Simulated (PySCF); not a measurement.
Job file and geometry (Å, from GFN2-xTB) of an NMR shielding run on `C=CCB(F)C1=CC[C@H]1F`, C7H9BF2, GIAO PBE0/pcSseg-1 NMR shielding, non-relativistic, gas phase in PySCF 2.14.0, density-fitted response routines; density fitting, a coarse starting grid and PySCF grid level 2 are the driver's defaults:

```
$ OMP_NUM_THREADS=1 python probes_run.py task.json out

{"job": {"kind": "nmr", "xc": "PBE0", "basis": "pcSseg-1"}, "charge": 0, "multiplicity": 1}
C      3.055938    -1.424786    -0.477108
C      1.834739    -1.187728    -0.036519
C      1.475242    -0.064395     0.898592
B      0.638793     1.016526     0.089292
F      1.249985     2.120279    -0.322776
C     -0.851499     0.849675    -0.285977
C     -1.764080     1.605957    -0.928973
C     -2.870314     0.599409    -0.860015
C     -1.868097    -0.256437    -0.049258
F     -1.574023    -1.479536    -0.597688
H      3.896622    -0.818007    -0.182409
H      3.267493    -2.241254    -1.146188
H      1.007392    -1.806930    -0.353997
H      0.888698    -0.482844     1.719153
H      2.389160     0.366014     1.309159
H     -1.736935     2.599225    -1.338784
H     -3.777855     0.900555    -0.338041
H     -3.133464     0.151325    -1.816695
H     -2.137599    -0.437796     0.995171
```

Question: What does the program print?

Answer: 
```
coarse grid: 16440 points
cycle   1  E = -495.9175599813  dE =  1.371e+00  |g| = 7.002e-01  |ddm| = 3.950e+00
cycle   2  E = -495.8684212880  dE =  4.914e-02  |g| = 9.357e-01  |ddm| = 1.166e+00
cycle   3  E = -496.0112153360  dE = -1.428e-01  |g| = 1.008e-01  |ddm| = 6.760e-01
cycle   4  E = -496.0130790016  dE = -1.864e-03  |g| = 3.544e-02  |ddm| = 9.750e-02
cycle   5  E = -496.0133537180  dE = -2.747e-04  |g| = 5.982e-03  |ddm| = 3.182e-02
cycle   6  E = -496.0133594211  dE = -5.703e-06  |g| = 3.528e-03  |ddm| = 7.632e-03
cycle   7  E = -496.0133623698  dE = -2.949e-06  |g| = 5.698e-04  |ddm| = 2.881e-03
final grid: 161224 points
cycle   8  E = -496.0828855681  dE = -6.486e-05  |g| = 9.305e-03  |ddm| = 3.567e-02
cycle   9  E = -496.0828766530  dE =  8.915e-06  |g| = 1.178e-02  |ddm| = 1.648e-02
cycle  10  E = -496.0829061101  dE = -2.946e-05  |g| = 1.449e-03  |ddm| = 8.858e-03
cycle  11  E = -496.0829064546  dE = -3.445e-07  |g| = 2.834e-04  |ddm| = 1.131e-03
cycle  12  E = -496.0829064664  dE = -1.183e-08  |g| = 1.321e-04  |ddm| = 3.028e-04
cycle  13  E = -496.0829064705  dE = -4.064e-09  |g| = 4.402e-05  |ddm| = 1.475e-04
cycle  14  E = -496.0829064709  dE = -4.375e-10  |g| = 8.005e-06  |ddm| = 3.948e-05
converged SCF energy = -496.0829064709

GIAO shielding tensors (ppm)
atom      isotropic    diamagn.    paramagn.     s11        s22        s33       span
  0 C       63.697     252.207    -188.510    -49.178     84.570    155.699    204.878
  1 C       47.323     256.751    -209.428    -72.505     52.284    162.189    234.694
  2 C      153.534     253.699    -100.165    130.145    158.160    172.297     42.152
  3 B       57.934     190.280    -132.346     13.408     73.268     87.126     73.718
  4 F      219.743     469.025    -249.282     50.468    141.409    467.351    416.883
  5 C       25.543     254.783    -229.240    -86.790     25.093    138.325    225.115
  6 C       14.944     255.509    -240.565   -112.260     -4.213    161.305    273.565
  7 C      143.630     260.057    -116.427    132.411    143.650    154.829     22.417
  8 C       96.257     239.461    -143.204     61.453     82.739    144.578     83.125
  9 F      371.346     475.340    -103.994    351.035    374.705    388.297     37.262
 10 H       26.285      30.332      -4.047     22.938     25.630     30.288      7.350
 11 H       26.435      29.193      -2.758     23.345     25.295     30.664      7.320
 12 H       25.384      33.455      -8.071     22.632     23.981     29.538      6.905
 13 H       29.400      32.641      -3.241     26.496     28.302     33.401      6.906
 14 H       29.693      31.810      -2.117     27.118     28.596     33.364      6.246
 15 H       24.019      32.828      -8.808     21.447     24.335     26.275      4.828
 16 H       28.649      29.023      -0.374     25.620     26.823     33.505      7.885
 17 H       28.737      29.974      -1.237     25.896     27.558     32.757      6.861
 18 H       26.021      29.425      -3.405     23.504     25.039     29.519      6.015
```

Size and cost of the density-fitted run: 215 basis functions, 39 s wall time on 1 thread of an Arm Neoverse V2, shared host; peak memory 0.96 GiB.
